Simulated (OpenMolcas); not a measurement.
## Levels of Pb⁺ by method

```json
{
  "Program": "OpenMolcas",
  "Basis": "ANO-RCC-VTZP [8s7p5d3f2g]",
  "Scalar Hamiltonian": "DKH2, point nucleus",
  "Active space": "3 electrons in 9 orbitals (RAS2 6s 6p; RAS3 6d, at most 2 electrons)",
  "State averaging": "2S+1 = 4 odd, 1 root (0 in the spin-orbit step); 2S+1 = 2 odd, 3 roots; 2S+1 = 4 even, 3 roots; 2S+1 = 2 even, 9 roots",
  "Spin-orbit coupling": "state interaction with AMFI integrals over the reference wave functions, term energies averaged over their components"
}
```

Methods on the same reference wave functions:
A. RASSCF
B. SS-RASPT2, IPEA 0.25 Eh, imaginary shift 0.1 Eh (closed shells correlated: 5d)
C. XMS-RASPT2, IPEA 0.25 Eh, imaginary shift 0.1 Eh (closed shells correlated: 5d)

Energies in cm⁻¹ above 6s² 6p ²P°_1/2, the measured ground level; measured values from NIST Handbook of Basic Atomic Spectroscopic Data.

```json
{"Level": "6s² 6p ²P°_1/2", "A": "0.0", "B": "0.0", "C": "0.0", "Measured": "0.0"}
{"Level": "6s² 6p ²P°_3/2", "A": "12472", "B": "12470", "C": "12470", "Measured": "14081"}
{"Level": "6s 6p² ⁴P_1/2", "A": "52507", "B": "59560", "C": "59550", "Measured": "57910"}
{"Level": "6s 6p² ⁴P_3/2", "A": "58642", "B": "66060", "C": "66010", "Measured": "66125"}
{"Level": "6s 6p² ⁴P_5/2", "A": "64142", "B": "70970", "C": "70940", "Measured": "73906"}
{"Level": "6s 6p² ²D_3/2", "A": "74242", "B": "77970", "C": "77970", "Measured": ""}
```

Deviations, from unrounded energies. A percentage is the sum of absolute deviations over the sum of measured energies, with the sign that they share, or ± where signs differ.

```tsv
Against measurement	Levels	A	B	C
mean absolute deviation (cm-1)	4	6100	1600	1600
fine structure of the ground term (%)	1	-11.4	-11.4	-11.4
other configurations (%)	3	-11.4	±2.4	±2.4
```

B, C lie about equally close to measurement and A furthest from it. The largest miss of B in the table is 6s 6p² ⁴P_5/2, by -2900 cm-1. The ranking rests on the paired levels alone, and a cruder setting can come out closer through cancelling errors.

Between B and C the level of the table that moves most is 6s 6p² ⁴P_3/2, by 48 cm-1 (lowest in C, highest in B). Moves below CASPT2's spread within the term are not significant.

The mean deviations of B to C differ by less than CASPT2's widest spread within a term (100 cm-1), so their order carries little weight.

The lowest spin-free term lies below A's lowest term by 0.413 hartree in B, 0.414 hartree in C.

CASPT2 breaks the degeneracy within a term, and the mean is taken; among the terms shown or strongly mixed into the levels shown the widest spread is 100 cm-1 (6s 6p² ²D, C). Some high roots are left out of the spin-orbit mixing, which shifts the levels that they would mix with. Active for correlation alone: 6d; no level in the range computed is led by a configuration that fills it, so any true level of that kind is missing. Spin-orbit splittings of 6p shells tend to come out small when the coupling is added on scalar orbitals. Some terms mix strongly with configurations of 6d, whose occupation reaches 0.32 (6s 6p² ²D). Computed and measured levels are paired by configuration, term and J; levels that our copy of the source lacks, or whose pairing is in doubt (as where it misses far off the trend of its configuration), stay unpaired and out of the deviations. Only configurations of the active space appear. The table leaves out levels that lie high or whose names do not pair safely across all columns.

° marks odd parity.
